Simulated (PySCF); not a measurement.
A structure optimised at B3LYP-D3(BJ)/def2-SVP, used in a PySCF frequency run:

```xyz
10

C      1.6996    -1.6367     0.0000
C      0.3776    -0.9299     0.0000
Cl    -1.0068    -2.0323     0.0000
C      0.1793     0.3640     0.0000
C     -0.0208     1.6538     0.0000
F     -0.1324     2.4069    -1.0811
F     -0.1324     2.4069     1.0811
H      1.7798    -2.2842    -0.8876
H      1.7798    -2.2842     0.8876
H      2.5260    -0.9134     0.0000
```

**Question.** Write its SMILES, formula and point group.

**Answer.** CC(Cl)=C=C(F)F, C4H3ClF2, Cs

**Question.** What are its rotational constants (standard atomic weights)?

**Answer.** 3.8498, 1.0089, 0.93553 GHz
